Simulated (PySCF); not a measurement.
Below is a simulated gas-phase Si 2p photoelectron spectrum of `[SiH3][GeH2][PH2]`.

Every computed line was given a Gaussian of 1.0 eV full width at half maximum and an area set by the number of equivalent atoms (split 2:1 within a doublet); the highest printed point is 100. Computed with PySCF 2.14.0, delta-SCF UKS SCAN, pcX-2 on the ionised atom, pcseg-1 elsewhere, spin-free X2C.

```
binding energy (eV)  intensity
              105.2          0
              105.3          1
              105.4          1
              105.5          3
              105.6          5
              105.7          8
              105.8         13
              105.9         20
              106.0         29
              106.1         40
              106.2         53
              106.3         66
              106.4         78
              106.5         89
              106.6         96
              106.7        100
              106.8        100
              106.9         97
              107.0         91
              107.1         83
              107.2         74
              107.3         64
              107.4         54
              107.5         44
              107.6         35
              107.7         26
              107.8         19
              107.9         13
              108.0          9
              108.1          6
              108.2          3
              108.3          2
              108.4          1
              108.5          1
              108.6          0
              108.7          0
```

How many maxima does the curve show, and how many computed lines lie under it?

The curve has 1 maximum (at 106.7 eV). Under it lie 2 lines from 1 inequivalent silicon site, drawn as a 2p3/2, 2p1/2 pair. At this width some lines have no maximum of their own.

Decompose the envelope and assign each component. Numbering: `[SiH3:1][GeH2:2][PH2:3]`.

```
position (eV)  relative area      line  atoms   environment
       106.62           0.67  Si 2p3/2    Si1  SiH3 silicon
       107.24           0.33  Si 2p1/2    Si1  SiH3 silicon
```

The curve has no shake-up lines and no vibrational structure. For 2p shells one spin-free hole was relaxed; a mean-field spin–orbit operator and the ground-state splitting of the three 2p orbitals were then diagonalised within the shell. The shell's mean is (2 × 2p3/2 + 2p1/2)/3, and the degeneracies 2j + 1 give areas of 2:1. 2p1/2 minus 2p3/2 (ligand field included): Si 0.62 eV. Isolated species at its PBE0-D3(BJ)/def2-SVP geometry (one conformer only).

Time: 14 s. Hardware: one thread of an x86-64 server, no GPU, shared host.

Shape of the structure used: `[SiH3:1][GeH2:2][PH2:3]`: H–P3–Ge2–Si1 -162°, H–P3–Ge2–Si1 -69°.
